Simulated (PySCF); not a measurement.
Cl2H2MoN2, multiplicity 1. Atoms are numbered in the order given.

```xyz
7

Mo     0.0000     0.0000    -0.2473
N      0.0000    -1.3854    -1.2470
H      0.0000    -1.8699    -2.1438
N      0.0000     1.3854    -1.2470
H      0.0000     1.8699    -2.1438
Cl     1.9475     0.0000     0.9451
Cl    -1.9475     0.0000     0.9451
```
Charge 0, spin multiplicity 1.

Geometry optimised at PBE0-D3(BJ)/def2-SVP. The spin state was assumed, not searched. The structure was generated by enumeration; whether it is a known compound was not checked. The def2 effective core potentials stand for the cores of Mo; spin–orbit coupling is left out.

These are r2SCAN/def2-TZVP run with PySCF values and carry that method's errors.

ESP charges are fitted to the potential on shells at 1.4 to 2.0 van der Waals radii. Atomic charges (e):

| atom | ESP fit | Löwdin |
|---|---|---|
| Mo1 | 0.69 | … |
| N2 | -0.57 | … |
| H3 | 0.39 | … |
| N4 | -0.57 | … |
| H5 | 0.39 | … |
| Cl6 | -0.16 | … |
| Cl7 | -0.16 | … |

Some entries are withheld; supply them. (Estimate from the structure and the level; the computed values follow.)


- Mo1, Löwdin: 0.17
- N2, Löwdin: -0.30
- H3, Löwdin: 0.16
- N4, Löwdin: -0.30
- H5, Löwdin: 0.16
- Cl6, Löwdin: 0.05
- Cl7, Löwdin: 0.05
